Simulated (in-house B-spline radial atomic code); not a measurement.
# Ionising Gd2+ with different functionals

Computed with an all-electron radial atomic-structure program (B-spline basis): four-component Dirac-Coulomb Hamiltonian, Fermi nucleus of rms radius 5.1569 fm, spin-restricted, spherical fractional occupations for the functionals. The ionisation energy is the difference of two self-consistent energies, [Xe] 4f7 5d1 → [Xe] 4f7, without Breit or QED terms; ε is the level of the shell that loses the electron (mean over j). The electron is taken from both j subshells in proportion to 2j + 1, so the result is a j average, not the step between ground levels.

Hybrids are left out here: with spherical fractional occupations of an open shell their exact exchange keeps a self-interaction that integer-occupation calculations don't have.

| method | rung | ΔSCF (eV) | -ε(5d) (eV) |
| --- | --- | --- | --- |
| LDA VWN5 | LDA | ? | ? |
| relativistic LDA | LDA | 20.05 | 15.41 |
| LDA PW92 | LDA | 20.04 | 15.40 |
| LDA exchange-only | LDA | 18.76 | 14.18 |
| PBE | GGA | ? | ? |
| PBEsol | GGA | 19.78 | 15.13 |
| BLYP | GGA | 19.81 | 15.15 |
| RPBE | GGA | 19.78 | 15.11 |
| PW91 | GGA | 19.91 | 15.23 |
| BP86 | GGA | 19.84 | 15.23 |
| AM05 | GGA | 19.74 | 15.10 |
| OLYP | GGA | 19.81 | 15.07 |

Task: What does LDA VWN5 give?

Result: ΔSCF 20.04 eV, and -ε(5d) = 15.40 eV.

Task: What does PBE give?

Result: ΔSCF 19.82 eV, and -ε(5d) = 15.17 eV.

Task: How do they compare with the NIST value?

Result: NIST lists 20.54 eV ± 0.03 (semi-empirical, ground level to ground level). Errors run from -1.78 to -0.49 eV; relativistic LDA is closest (-0.49 eV), though others lie within the uncertainty of it, and part of that can be cancellation, since the calculations leave out Breit-QED terms, spin polarisation, the choice among j levels, multiplet and fine-structure energies.
